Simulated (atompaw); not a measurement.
**u(r) = r·R(r): atom against pseudo-atom (Zr (Z = 40))**

Columns: radius, all-electron u(r) and pseudo u(r) of the 5p shell (level -6.43 eV) of zirconium in the configuration [Ar] 3d10 4s2 4p6 4d2 5s1 5p0; LDA (PW92), scalar-relativistic, PAW (atompaw) scheme, atompaw 4.2.0.5.

```json
{"r (bohr)": "0.115", "all-electron": "-0.0787", "pseudo": "-0.0030"}
{"r (bohr)": "0.231", "all-electron": "0.0913", "pseudo": "-0.0120"}
{"r (bohr)": "0.346", "all-electron": "0.1509", "pseudo": "-0.0260"}
{"r (bohr)": "0.462", "all-electron": "0.0857", "pseudo": "-0.0438"}
{"r (bohr)": "0.577", "all-electron": "-0.0254", "pseudo": "-0.0633"}
{"r (bohr)": "0.692", "all-electron": "-0.1306", "pseudo": "-0.0827"}
{"r (bohr)": "0.808", "all-electron": "-0.2074", "pseudo": "-0.0997"}
{"r (bohr)": "0.923", "all-electron": "-0.2487", "pseudo": "-0.1116"}
{"r (bohr)": "1.038", "all-electron": "-0.2580", "pseudo": "-0.1164"}
{"r (bohr)": "1.154", "all-electron": "-0.2411", "pseudo": "-0.1124"}
{"r (bohr)": "1.269", "all-electron": "-0.2049", "pseudo": "-0.0987"}
{"r (bohr)": "1.385", "all-electron": "-0.1549", "pseudo": "-0.0747"}
{"r (bohr)": "1.500", "all-electron": "-0.0970", "pseudo": "-0.0415"}
{"r (bohr)": "1.615", "all-electron": "-0.0349", "pseudo": "-0.0002"}
{"r (bohr)": "1.731", "all-electron": "0.0292", "pseudo": "0.0480"}
{"r (bohr)": "1.846", "all-electron": "0.0919", "pseudo": "0.1001"}
{"r (bohr)": "1.962", "all-electron": "0.1527", "pseudo": "0.1551"}
{"r (bohr)": "2.077", "all-electron": "0.2095", "pseudo": "0.2098"}
{"r (bohr)": "2.192", "all-electron": "0.2622", "pseudo": "0.2622"}
{"r (bohr)": "2.308", "all-electron": "0.3108", "pseudo": "0.3108"}
{"r (bohr)": "2.423", "all-electron": "0.3542", "pseudo": "0.3542"}
{"r (bohr)": "2.538", "all-electron": "0.3929", "pseudo": "0.3929"}
{"r (bohr)": "2.654", "all-electron": "0.4272", "pseudo": "0.4272"}
{"r (bohr)": "2.769", "all-electron": "0.4565", "pseudo": "0.4565"}
{"r (bohr)": "2.885", "all-electron": "0.4817", "pseudo": "0.4817"}
{"r (bohr)": "3.000", "all-electron": "0.5024", "pseudo": "0.5024"}
```

How many radial nodes do the two functions have?

The all-electron 5p function has n − l − 1 = 3; the pseudo-wave has 1, since 1 lower shell of the same l stays in the valence.

At about which radius was the pseudo-wave matched?

2.20 bohr. The columns agree to 0.0005 from 2.08 bohr on; several derivatives are matched, so the curves merge somewhat inside the radius.

Is the pseudo-wave norm-conserving?

No, it belongs to a PAW set: the norm inside the radius is not constrained, and the difference is carried by the augmentation charge.
